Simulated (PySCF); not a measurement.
# Functional benchmark on one molecule

Molecule: SMILES F[B-](F)(F)F, [BF4]-.

Numbering as in the mapped SMILES `[F:1][B-:2]([F:3])([F:4])[F:5]`.

Geometry PBE0-D3(BJ)/def2-SVP throughout; GIAO in PySCF, gas phase, one conformer, non-relativistic; equivalent atoms averaged; basis pcSseg-2.

Reference values (measured; Macháček, Bühl, Fanfrlík, Hnyk, 11B NMR of BX3 and BX4-, J. Phys. Chem. A (author manuscript)): δ(B2) = -1.6 ppm vs BF3.OEt2. Computed shifts are taken against BF3·OEt2, calculated as an isolated molecule at each level.

Question: How do the functionals HF, LDA, PBE, BLYP, BP86, OPBE, KT2, KT3, B97-D, B3LYP, PBE0, mPW1PW91, WP04, B97-2, BHandHLYP, CAM-B3LYP, wB97X-D, LC-wPBE perform against the reference? Times are CPU seconds on shared hosts with different chips, so compare them loosely.

Answer: 
```csv
functional,kind,B2,abs. error B,core-s
HF,Hartree–Fock,-2.1,0.5,3.9
LDA,LDA,-1.6,0.0,9.8
PBE,GGA,-1.7,0.1,12
BLYP,GGA,-1.8,0.2,12
BP86,GGA,-1.6,0.0,12
OPBE,GGA,-1.7,0.1,11
KT2,GGA,-1.4,0.2,12
KT3,GGA,-1.5,0.1,11
B97-D,GGA,-1.7,0.1,11
B3LYP,global hybrid,-1.9,0.3,8.1
PBE0,global hybrid,-1.9,0.3,14
mPW1PW91,global hybrid,-1.9,0.3,7.7
WP04,global hybrid,-1.7,0.1,12
B97-2,global hybrid,-1.8,0.2,12
BHandHLYP,global hybrid,-2.0,0.4,11
CAM-B3LYP,range-separated hybrid,-1.9,0.3,14
wB97X-D,range-separated hybrid,-1.8,0.2,13
LC-wPBE,range-separated hybrid,-1.7,0.1,22
```

For ¹¹B the closest is LDA (0.0 ppm, with BP86, PBE, OPBE, B97-D, WP04, LC-wPBE, KT3, BLYP, B97-2, wB97X-D, KT2, B3LYP, PBE0, mPW1PW91, CAM-B3LYP practically level) and the furthest HF (0.5 ppm). One molecule is a small sample, and vibrational and solvent effects are absent from the calculation.
